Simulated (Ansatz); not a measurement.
Basis sets compared for [ZnF4]2- (ZnF₄²⁻). The state is a singlet with charge -2. Geometry PBE0-D4/def2-SVPD. Ansatz on 4 threads of Arm Neoverse V2 on a shared host; times are rough, and most runs start from earlier orbitals.

Cartesian coordinates in Å:
```
Zn 0.0000 0.0000 0.0000
F 0.9157 0.7875 -1.5376
F -1.9171 -0.1087 -0.3686
F 0.2981 1.1157 1.5777
F 0.7033 -1.7945 0.3285
```

The 6-31G sets use Cartesian d functions. A multiply charged anion in the gas phase is held together partly by the finite basis. At PBE-D4/def2-SVPD, PBE-D4/def2-TZVPD, PBE0-D4/def2-SVPD, PBE0-D4/def2-TZVPD the highest occupied level of the charge -2 singlet lies above zero (up to 2.72 eV). By energy differences its removal costs 0.32 eV (vertical, to the charge -1 doublet, at PBE-D4/def2-TZVPD); a positive level beside a positive removal energy at the same level points to self-interaction error.

```json
{"level": "HF/6-31G", "functions": "65", "energy (Eh)": "-2175.2530", "HOMO (eV)": "-2.96", "LUMO (eV)": "13.22", "wall time": "0.2 s"}
{"level": "PBE-D4/def2-SVPD", "functions": "126", "energy (Eh)": "-2177.7415", "HOMO (eV)": "2.72", "LUMO (eV)": "7.60", "wall time": "0.9 s"}
{"level": "PBE0-D4/def2-SVPD", "functions": "126", "energy (Eh)": "-2177.7517", "HOMO (eV)": "0.78", "LUMO (eV)": "8.28", "wall time": "1.1 s"}
```

Estimate the rows for HF/def2-TZVPD, PBE-D4/def2-TZVPD, PBE0-D4/def2-TZVPD.


| level | functions | energy (Eh) | HOMO (eV) | LUMO (eV) | wall time |
| --- | --- | --- | --- | --- | --- |
| HF/def2-TZVPD | 211 | -2175.8119 | -4.28 | 7.05 | 1.4 s |
| PBE-D4/def2-TZVPD | 211 | -2178.4369 | 2.72 | 6.25 | 1.8 s |
| PBE0-D4/def2-TZVPD | 211 | -2178.4413 | 0.84 | 6.54 | 2.6 s |
